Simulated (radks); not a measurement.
Q: Species: S. Configuration: [Ne] 3s2 3p4. Calculated with a radial shooting solver on a logarithmic mesh with Libxc functionals: scalar-relativistic Kohn-Sham, PBE, spin-polarised, spherical densities, finite nucleus; open shells are filled with parallel spins first; Fermi nuclear charge, rms radius 3.2611 fm. Some entries of the table are withheld. Estimate them.

orbital,occ.,eigenvalue (hartree),r(max) (bohr)
1s up,1,-88.41358,0.06330
1s down,1,-88.40416,0.06329
2s up,1,-7.77785,(1)
2s down,1,-7.76878,(2)
2p up,3,-5.75094,0.3257
2p down,3,-5.73827,0.3260
3s up,1,-0.66153,(3)
3s down,1,-0.59268,(4)
3p up,3,-0.28258,1.601
3p down,1,-0.21965,1.611

A: 
(1) 2s up r(max) (bohr): 0.3882
(2) 2s down r(max) (bohr): 0.3883
(3) 3s up r(max) (bohr): 1.413
(4) 3s down r(max) (bohr): 1.410
